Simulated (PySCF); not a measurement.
SMILES C(C)(C)/C=C\Cl (C₅H₉Cl), GFN2-xTB optimised geometry.

```
15

C      1.48     0.32     0.00
C     -0.05     0.32     0.00
C     -0.59     1.76     0.00
C     -0.56    -0.40    -1.21
C     -1.31    -1.49    -1.22
Cl    -1.86    -2.29     0.20
H      1.86    -0.70     0.00
H      1.86     0.83    -0.88
H      1.85     0.84     0.88
H     -0.41    -0.19     0.90
H     -0.25     2.29    -0.89
H     -1.68     1.76     0.01
H     -0.24     2.29     0.88
H     -0.27     0.02    -2.16
H     -1.64    -1.97    -2.13
```

Density from B3LYP/def2-TZVP (PySCF) at that geometry.

Minimum of the electron density along straight lines between bonded atoms, close to the bond critical point (lines longer than 1.1 times the sum of covalent radii, or with two minima, are not listed):

| bond | length / Å | ρ at the minimum / e bohr⁻³ | ∇²ρ there / e bohr⁻⁵ | position (fraction from the first atom) |
|---|---|---|---|---|
| C1–C2 | 1.530 | 0.245 | -0.61 | 0.50 |
| C2–C3 | 1.530 | 0.245 | -0.61 | 0.50 |
| C2–C4 | 1.497 | 0.263 | -0.70 | 0.48 |
| C4–C5 | 1.321 | (withheld) | -1.13 | 0.48 |
| C5–Cl6 | 1.725 | (withheld) | (withheld) | 0.42 |
| C1–H7 | 1.087 | 0.282 | -0.97 | 0.64 |
| C1–H8 | 1.088 | 0.280 | -0.96 | 0.64 |
| C1–H9 | 1.087 | 0.281 | -0.97 | 0.64 |
| C2–H10 | 1.093 | 0.284 | -0.99 | 0.64 |
| C3–H11 | 1.088 | 0.280 | -0.96 | 0.64 |
| C3–H12 | 1.087 | 0.282 | -0.97 | 0.64 |
| C3–H13 | 1.087 | 0.281 | -0.97 | 0.64 |
| C4–H14 | 1.082 | 0.286 | -1.01 | 0.64 |
| C5–H15 | 1.079 | 0.292 | -1.06 | 0.65 |

Q: Some entries are withheld; supply them.

A: 
- C4–C5, ρ at the minimum / e bohr⁻³: 0.361
- C5–Cl6, ρ at the minimum / e bohr⁻³: 0.207
- C5–Cl6, ∇²ρ there / e bohr⁻⁵: -0.34
